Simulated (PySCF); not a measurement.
Dipole moment (D) of eight silicon and germanium compounds: PBE beside ωB97X, computed with PySCF for isolated molecules in the bases named; differences from unrounded values. The eight are the first of their class met in an unordered collection, after screening for sound electronic states; none was chosen by its value, except that the dipole had to exceed 0.05 D. Each molecule has one DFT geometry for both levels.

| molecule | basis | ωB97X |
|---|---|---|
| methyl(silyloxy)silane (CH₈OSi₂), SMILES C[SiH2]O[SiH3] | def2-TZVP | 0.64 |
| Cl2H4SSi2, SMILES Cl[SiH2]S[SiH2]Cl | def2-TZVP | 0.07 |
| Si(H)(Cl)(Br)(NH2) (BrClH3NSi), SMILES N[SiH](Cl)Br | def2-TZVP | 2.41 |
| C₃H₁₂OSi₂, SMILES C[SiH2][C@H]([SiH3])CO | def2-TZVP | 1.16 |
| Si(H)2(Cl)(NMe2) (C₂H₈ClNSi), SMILES CN(C)[SiH2]Cl | def2-TZVP | 2.13 |
| C3H10OSi2, SMILES C[Si](C)([SiH3])C=O | def2-TZVP | 2.68 |
| 1-chloroethenyl(methyl)silane (C₃H₇ClSi), SMILES C=C(Cl)[SiH2]C | def2-TZVP | 1.42 |
| C3H8ClNSi, SMILES C/N=C/[Si@@H](C)Cl | def2-TZVP | 1.76 |

**Question.** Estimate the PBE values and say how PBE differs from ωB97X over the set. (The exact figures need the calculation; the answer reports its results.)

**Answer.** 
```csv
molecule,PBE,difference
"methyl(silyloxy)silane (CH₈OSi₂), SMILES C[SiH2]O[SiH3]",0.73,0.08
"Cl2H4SSi2, SMILES Cl[SiH2]S[SiH2]Cl",0.12,0.04
"Si(H)(Cl)(Br)(NH2) (BrClH3NSi), SMILES N[SiH](Cl)Br",2.35,-0.06
"C₃H₁₂OSi₂, SMILES C[SiH2][C@H]([SiH3])CO",1.03,-0.13
"Si(H)2(Cl)(NMe2) (C₂H₈ClNSi), SMILES CN(C)[SiH2]Cl",2.10,-0.03
"C3H10OSi2, SMILES C[Si](C)([SiH3])C=O",2.48,-0.20
"1-chloroethenyl(methyl)silane (C₃H₇ClSi), SMILES C=C(Cl)[SiH2]C",1.25,-0.18
"C3H8ClNSi, SMILES C/N=C/[Si@@H](C)Cl",1.77,0.02
```
PBE lies below ωB97X in 5 and above it in 3 of the eight; the mean signed difference is -0.06 and the largest -0.20 D.
